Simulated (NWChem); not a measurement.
System: ZnSiH$_{4}$O; SMILES [OH][Zn][SiH3]

The following NWChem deck was run.

```
start job
memory heap 200 mb stack 900 mb global 1100 mb
geometry units angstroms noautosym nocenter noautoz
  Zn     0.451159    -0.471008     0.000449
  O      0.711018    -2.230573     0.000509
  H     -0.069368    -2.792206     0.001530
  Si     0.275553     1.869022     0.001063
  H     -1.127253     2.308275    -0.289153
  H      1.159451     2.491309    -1.035679
  H      0.658769     2.454061     1.325556
end
basis spherical
  Zn library 6-31g*
  O library 6-31g*
  H library 6-31g*
  Si library 6-31g*
end
dft
  xc b3lyp
  iterations 150
end
property
  shielding
  efieldgrad
end
task dft property
```

Coordinates come from a PBE0/def2-SVP optimisation.

GIAO values for the isolated, static molecule; σ is the absolute isotropic shielding, δ = σ(reference) − σ with the isolated reference molecule computed at the same levels (1H: tetramethylsilane, 17O: water, 29Si: tetramethylsilane).

Atoms are numbered as in the input.

Task: Predict the main results of this run. (B3LYP/6-31G* (spherical d), GIAO.) Quantities: σ Zn1 (ppm); δ O2 (ppm); δ H3 (ppm); δ Si4 (ppm); δ H5 (rotor mean) (ppm).

Result: 
```json
{
  "σ Zn1 (ppm)": "1872.6",
  "δ O2 (ppm)": "66.3",
  "δ H3 (ppm)": "2.13",
  "δ Si4 (ppm)": "-99.2",
  "δ H5 (rotor mean) (ppm)": "3.14"
}
```
